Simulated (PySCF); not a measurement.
CH₈ClNSi₃, SMILES N[Si@@]1(Cl)C[SiH2][SiH2]1.

Coordinates come from a PBE0-D3(BJ)/def2-SVP optimisation. The structure was generated by enumeration; whether it is a known compound was not checked. Other conformers were not sampled.

Calculation: TDA-PBE/def2-SVPD (PySCF).

Vertical excitations. Gas-phase values at a fixed geometry.

Task: List the lowest excited states. (Estimate from the structure and the level; the computed values follow.)

Result: 
```json
[
 {"state": "S1", "energy (eV)": "5.11", "λ (nm)": "243", "f": "0.007", "main pairs": "HOMO→LUMO 94 %"},
 {"state": "S2", "energy (eV)": "5.38", "λ (nm)": "230", "f": "0.014", "main pairs": "HOMO−1→LUMO 93 %"},
 {"state": "S3", "energy (eV)": "5.68", "λ (nm)": "218", "f": "0.015", "main pairs": "HOMO→LUMO+3 62 %, HOMO→LUMO+2 30 %"},
 {"state": "S4", "energy (eV)": "5.74", "λ (nm)": "216", "f": "0.068", "main pairs": "HOMO→LUMO+1 60 %"},
 {"state": "S5", "energy (eV)": "5.85", "λ (nm)": "212", "f": "0.011", "main pairs": "HOMO−1→LUMO+2 49 %, HOMO−2→LUMO 33 %"},
 {"state": "S6", "energy (eV)": "5.89", "λ (nm)": "211", "f": "0.001", "main pairs": "HOMO−1→LUMO+1 46 %, HOMO−2→LUMO 31 %, HOMO−1→LUMO+2 9 %"},
 {"state": "T1", "energy (eV)": "4.57", "λ (nm)": "272", "f": "0", "main pairs": "HOMO→LUMO 98 %"},
 {"state": "T2", "energy (eV)": "5.05", "λ (nm)": "246", "f": "0", "main pairs": "HOMO→LUMO+1 96 %"}
]
```
Triplets are in the Tamm–Dancoff approximation.
